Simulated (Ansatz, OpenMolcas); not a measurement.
# Worked example: the enthalpy of formation of BCl2F (dichlorofluoroborane)

BCl2F has 4 atoms, charge 0, and is taken as a singlet. SMILES: `FB(Cl)Cl`. The coordinates come from a PBE0-D4/def2-TZVP relaxation.

Total energies at HF/3-21G (OpenMolcas 26.06); the atoms run unrestricted:

| species | state | energy (Eh) |
| --- | --- | --- |
| BCl2F | singlet | -1038.175740 |
| F | doublet | -98.845009 |
| B | doublet | -24.389762 |
| Cl | doublet | -457.276552 |

Harmonic wavenumbers at PBE0-D4/def2-TZVP, in cm⁻¹: 266, 365, 526, 565, 1009, 1347.

Measured heats of formation of the gaseous atoms at 298.15 K, in kJ/mol: F 79.4, B 570.3, Cl 121.3. Spin-orbit lowering of the atoms at 298 K (mean of the ground term's levels less their thermal mean, from spectra), in kJ/mol: F 1.29, B 0.00, Cl 3.44. Take 1 Eh = 2625.50 kJ/mol, 1 cm⁻¹ = 0.0119627 kJ/mol, RT = 2.479 kJ/mol.

Task: Work out the heat of formation of the gas at 298 K.

Result: 
1. Electronic atomisation energy: (-98.845009) + (-24.389762) + 2 × (-457.276552) − (-1038.175740) = 0.387865 Eh = 1018.3 kJ/mol.
2. Zero-point energy: half the sum of the wavenumbers, 2039 cm⁻¹ = 24.4 kJ/mol.
3. Thermal vibrational enthalpy, Σ hcν̃/(exp(hcν̃/kT) − 1): 3.3 kJ/mol. Translation, rotation and pV of a non-linear molecule: 4 RT = 9.9 kJ/mol.
4. The 4 free atoms carry 5/2 RT each: 24.8 kJ/mol.
5. Spin-orbit coupling lowers the free atoms by 1.29 + 0.00 + 2 × 3.44 = 8.2 kJ/mol.
6. Atomisation enthalpy at 298 K: 1018.3 − 8.2 − 24.4 − 3.3 − 9.9 + 24.8 = 997.3 kJ/mol.
7. Sum of the atoms' heats of formation: 892.3 kJ/mol. Heat of formation: 892.3 − 997.3 = -105.0 kJ/mol.

No measured value is set beside it here. Hartree–Fock leaves out correlation, which is larger in the molecule than in the atoms, so it underbinds and puts the heat of formation too high. Anharmonicity and any spin-orbit splitting of the molecule are left out.
